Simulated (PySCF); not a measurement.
BiF₂HO, SMILES [OH][Bi]([F])[F].

The structure is a stationary point at r2SCAN-D4/def2-SVP. The def2 effective core potentials stand for the cores of Bi; spin–orbit coupling is left out. One conformer was computed; it need not be the lowest.

Calculation: TDA-CAM-B3LYP/def2-SVPD (PySCF).

Vertical excitations. The molecule is in vacuum. State labels are in the subgroup Cs.

Task: List the lowest excited states. (The exact figures need the calculation; the answer reports its results.)

Result: 
```json
[
 {"state": "S1", "symmetry": "A\"", "energy (eV)": "6.53", "λ (nm)": "190", "f": "0.001", "main pairs": "HOMO→LUMO+1 55 %, HOMO−1→LUMO 28 %, HOMO→LUMO+2 13 %"},
 {"state": "S2", "symmetry": "A\"", "energy (eV)": "6.58", "λ (nm)": "189", "f": "0.037", "main pairs": "HOMO−1→LUMO 65 %, HOMO→LUMO+1 26 %"},
 {"state": "S3", "symmetry": "A'", "energy (eV)": "6.58", "λ (nm)": "188", "f": "0.004", "main pairs": "HOMO→LUMO 76 %"},
 {"state": "S4", "symmetry": "A'", "energy (eV)": "6.87", "λ (nm)": "180", "f": "0.062", "main pairs": "HOMO−1→LUMO+1 78 %"},
 {"state": "S5", "symmetry": "A\"", "energy (eV)": "6.89", "λ (nm)": "180", "f": "0.005", "main pairs": "HOMO→LUMO+2 76 %, HOMO→LUMO+1 17 %"},
 {"state": "S6", "symmetry": "A\"", "energy (eV)": "7.64", "λ (nm)": "162", "f": "0.018", "main pairs": "HOMO−2→LUMO 52 %, HOMO−3→LUMO+1 33 %"},
 {"state": "S7", "symmetry": "A'", "energy (eV)": "7.67", "λ (nm)": "162", "f": "0.017", "main pairs": "HOMO−3→LUMO 69 %, HOMO−2→LUMO+1 19 %"},
 {"state": "S8", "symmetry": "A'", "energy (eV)": "7.74", "λ (nm)": "160", "f": "0.051", "main pairs": "HOMO−2→LUMO+1 60 %, HOMO−3→LUMO 23 %, HOMO−1→LUMO+2 10 %"},
 {"state": "S9", "symmetry": "A'", "energy (eV)": "7.89", "λ (nm)": "157", "f": "0.188", "main pairs": "HOMO−4→LUMO 56 %, HOMO−1→LUMO+2 18 %"},
 {"state": "S10", "symmetry": "A'", "energy (eV)": "8.01", "λ (nm)": "155", "f": "0.144", "main pairs": "HOMO−4→LUMO 30 %, HOMO−1→LUMO+2 29 %, HOMO−2→LUMO+2 28 %"},
 {"state": "T1", "symmetry": "A\"", "energy (eV)": "5.81", "λ (nm)": "213", "f": "0", "main pairs": "HOMO−1→LUMO 85 %"},
 {"state": "T2", "symmetry": "A'", "energy (eV)": "5.91", "λ (nm)": "210", "f": "0", "main pairs": "HOMO−1→LUMO+1 72 %, HOMO−1→LUMO+2 12 %"},
 {"state": "T3", "symmetry": "A\"", "energy (eV)": "6.05", "λ (nm)": "205", "f": "0", "main pairs": "HOMO→LUMO+2 45 %, HOMO→LUMO+1 42 %"},
 {"state": "T4", "symmetry": "A'", "energy (eV)": "6.11", "λ (nm)": "203", "f": "0", "main pairs": "HOMO→LUMO 87 %"}
]
```
Triplets are in the Tamm–Dancoff approximation.
